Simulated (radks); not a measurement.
Coulomb parameter of the 4f shell of the promethium ion Pm+ in the model configuration [Xe] 4f5 6s1, as a second difference U = [E(n + 0.5) + E(n - 0.5) - 2 E(n)] / (0.5)^2 with all orbitals relaxed. "Bare": the charge of the atom changes with n. "Screened": the 6s shell takes up the change at fixed total charge, which measures U(4f,4f) + U(6s,6s) - 2 U(4f,6s). All-electron calculation, scalar-relativistic Kohn-Sham, PBE, spin-unpolarised, spherical densities, point nucleus. Program: a radial shooting solver on a logarithmic mesh with Libxc functionals.

| case | configuration | E - E(n) (eV) |
|---|---|---|
| start | [Xe] 4f5 6s1 | 0.000 |
| bare +0.5 | [Xe] 4f5.5 6s1 | -2.551 |
| bare -0.5 | [Xe] 4f4.5 6s1 | 5.845 |
| screened +0.5 | [Xe] 4f5.5 6s0.5 | 0.663 |
| screened -0.5 | [Xe] 4f4.5 6s1.5 | 0.640 |

U(bare) = 13.175 eV, U(screened by 6s) = 5.212 eV, against the Slater integral F0(4f,4f) = 24.652 eV with frozen orbitals.
